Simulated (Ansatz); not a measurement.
Program: Ansatz. Geometries: PBE0-D4/def2-TZVP. ΔE: electronic, gas phase. CBS: MP2 limit from def2 TZ/QZ plus the TZ coupled-cluster correction, frozen cores. This one scheme is used for every species. DFT in def2-TZVPP. HSE06 is defined as in plane-wave codes. Each species was taken in one conformer, which may not be the lowest.

Consider the redistribution: `C[Si@H](O)[Si@H](O)F` + `BS` → `C[SiH](O)S` + `B[SiH](O)F`.

`C[Si@H](O)[Si@H](O)F`:

Cartesian coordinates in Å:
```
C -0.697 -1.709 -1.088
Si -0.607 -0.531 0.348
O -1.896 0.503 0.264
Si 1.311 0.832 0.349
O 0.711 2.267 0.889
F 1.907 1.020 -1.131
H -0.604 -1.177 -2.037
H 0.103 -2.451 -1.027
H -1.653 -2.239 -1.080
H -0.627 -1.304 1.626
H -1.745 1.383 0.617
H 2.482 0.423 1.173
H 1.315 2.982 1.096
```

`BS`:

Z-matrix (Å, degrees):
```
B
S 1 1.765
H 1 1.192 2 115.8
H 1 1.190 2 121.4 3 -180.0
H 2 1.344 1 99.2 3 180.0
```

`C[SiH](O)S`:

Z-matrix (Å, degrees):
```
C
Si 1 1.852
H 1 1.092 2 110.6
H 1 1.093 2 110.2 3 120.2
H 1 1.092 2 110.7 3 -120.3
O 2 1.646 1 105.8 3 -177.6
S 2 2.141 1 113.0 3 59.5
H 2 1.487 1 112.4 3 -55.4
H 6 0.959 2 116.8 1 -171.3
H 7 1.345 2 94.6 1 54.7
```

`B[SiH](O)F`:

Z-matrix (Å, degrees):
```
Si
O 1 1.640
F 1 1.606 2 110.8
B 1 2.016 2 111.2 3 -116.8
H 1 1.479 2 104.5 3 114.8
H 2 0.959 1 117.9 3 70.5
H 4 1.195 1 123.6 2 -130.0
H 4 1.198 1 119.4 2 49.6
```

Problem. Is it downhill or uphill in electronic energy at CCSD(T)/CBS, and by how much? (Estimate.)

Solution. Computed: Uphill: ΔE = +9.4 kcal/mol.

Problem. What do these levels give: BLYP-D4, HSE06-D4, r2SCAN0, RPA@PBE/def2-TZVPP, CCSD(T)/def2-SVP, HF/CBS(def2)? (Estimate.)

Solution. Computed: BLYP-D4 12.3, HSE06-D4 11.7, r2SCAN0 10.3, RPA@PBE/def2-TZVPP 10.4, CCSD(T)/def2-SVP 13.7, HF/CBS(def2) 5.9 kcal/mol.

Largest T1 diagnostic among the species: 0.015.

At CCSD(T), def2-SVP lies +4.3 kcal/mol from the extrapolated value and def2-TZVPP +0.5 kcal/mol. Leaving LDA and LC-ωPBE aside and taking each functional with its dispersion term where it has one, the values, not all of them listed here, spread over 3.6 kcal/mol, from BHLYP-D4 to PBE-D4. LDA lies +1.6 kcal/mol from PBE without D4.
